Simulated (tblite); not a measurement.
C2H4F2Se.
Atom-mapped SMILES: `[F:1][CH:2]([F:3])[CH2:4][SeH:5]` (hydrogens: H6 on C2; H7, H8 on C4; H9 on Se5)

Computed with GFN2-xTB (tblite), gas phase: nudged elastic band of 9 images (0 to 8), spring 0.2 eV/Å², climbing image at the end, force threshold 0.05 eV/Å. The top image wasn't refined or checked by frequencies; at this threshold it can lie a kcal/mol or more above the true saddle point of the method.

The band describes a rotation about C2–C4 (CHF2 carbon, sp3 carbon bound to selenium), followed by the dihedral F3–C2–C4–Se5, from the optimised start (-69°) to a second optimised geometry at 59°.

Problem. Give the energy profile along the converged band.

Solution. 
| image | dihedral (°) | E (kJ/mol) | C2–C4 (Å) | F3···Se5 (Å) | largest true force (eV/Å) |
| --- | --- | --- | --- | --- | --- |
| 0 | -69 | 0.00 | 1.515 | 3.26 | 0.01 |
| 1 | -54 | 1.29 | 1.515 | 3.11 | 0.05 |
| 2 | -39 | 4.94 | 1.519 | 2.98 | 0.06 |
| 3 | -23 | 9.33 | 1.524 | 2.91 | 0.05 |
| 4 | -6 | 11.87 | 1.528 | 2.88 | 0.05 |
| 5 | 10 | 11.13 | 1.527 | 2.88 | 0.05 |
| 6 | 26 | 7.71 | 1.522 | 2.92 | 0.06 |
| 7 | 43 | 3.76 | 1.517 | 3.01 | 0.05 |
| 8 | 59 | 0.85 | 1.513 | 3.15 | 0.01 |

Barriers of this band. The top is image 4 at -6°: 11.87 kJ/mol forward and 11.02 kJ/mol back; the end lies 0.85 kJ/mol above the start. The central bond is 0.013 Å longer at the top than at the start.

Problem. What rate follows at 250 K for crossing this barrier forward?

Solution. Taking the electronic barrier for the free energy of activation (no zero-point or entropy terms, transmission 1), rate = (kT/h)·exp(−ΔE/kT) ≈ 2 × 10^10 s⁻¹, whose inverse is 6 × 10^-11 s. An error of 1 kcal/mol in the barrier changes this by a factor of 7, and the method and the loose band can each miss by that much or more.

Problem. How would the two end points share their population at 250 K, from these energies alone?

Solution. exp(−ΔE/kT) with ΔE = 0.009 eV gives 0.66 for the higher one (end) against 1 for the lower, without vibrational, rotational or degeneracy terms. GFN2-xTB can put conformers this close in the wrong order.

Problem. How long is the path, and how are the images spaced?

Solution. Cartesian distances between aligned neighbours (all atoms, Å): 0.43, 0.47, 0.48, 0.48, 0.47, 0.48, 0.49, 0.70; the sum is 4.02 Å, and the top lies 46 % of the way along.

The cost below is that of the whole band run. Time: 1.5 s; peak memory 0.18 GiB. Hardware: one thread of an Arm Neoverse V1, no GPU, shared host with 32 logical CPUs at a one-minute load of 19.
